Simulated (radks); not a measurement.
Values are calculated unless marked as measured or tabulated.
Question: Neutral lutetium, configuration [Xe] 4f14 5d1 6s2 (the NIST ground configuration). Level of theory: scalar-relativistic Kohn-Sham, r2SCAN, spin-polarised, spherical densities, finite nucleus; open shells are filled with parallel spins first (spin-orbit coupling, left out, can overturn this in heavy ions); meta-GGA in the generalised Kohn-Sham scheme; Fermi nuclear charge, rms radius 5.37 fm (a radial shooting solver on a logarithmic mesh with Libxc functionals). Some entries of the table are withheld. Estimate them.

orbital,occ.,eigenvalue (hartree),r(max) (bohr),<1/r> (bohr^-1)
1s down,1,-2326.702,0.01213,82.19
1s up,1,-2326.702,0.01213,82.19
2s up,1,-396.9658,0.06928,19.19
2s down,1,-396.9646,0.06928,19.20
2p up,3,-349.1338,0.05660,17.56
2p down,3,-349.1330,0.05660,17.56
3s down,1,-90.30191,0.1955,7.107
3s up,1,-90.30140,0.1955,7.107
3p down,3,-75.87713,0.1930,6.597
3p up,3,-75.87669,0.1930,6.597
3d up,5,-58.53437,0.1576,6.235
3d down,5,-58.53419,0.1576,6.235
4s down,1,-18.16606,0.4463,2.995
4s up,1,-18.16593,0.4463,2.995
4p down,3,-13.41231,0.4671,2.732
4p up,3,-13.41208,0.4671,2.732
4d down,5,-7.18010,0.4811,2.417
4d up,5,-7.18001,0.4811,2.417
5s up,1,-2.31004,1.045,1.128
5s down,1,-2.30048,1.044,1.131
5p up,3,-1.21053,1.196,0.9355
5p down,3,-1.19404,1.193,0.9409
4f up,7,(1),0.4699,1.826
4f down,7,(2),0.4698,1.831
6s up,1,-0.18246,3.071,0.3451
6s down,1,-0.16458,3.148,0.3314
5d up,1,-0.07023,1.817,0.4803
5d down,0,-0.04377,1.797,0.4713

Answer: 
(1) 4f up eigenvalue (hartree): -0.35825
(2) 4f down eigenvalue (hartree): -0.35567
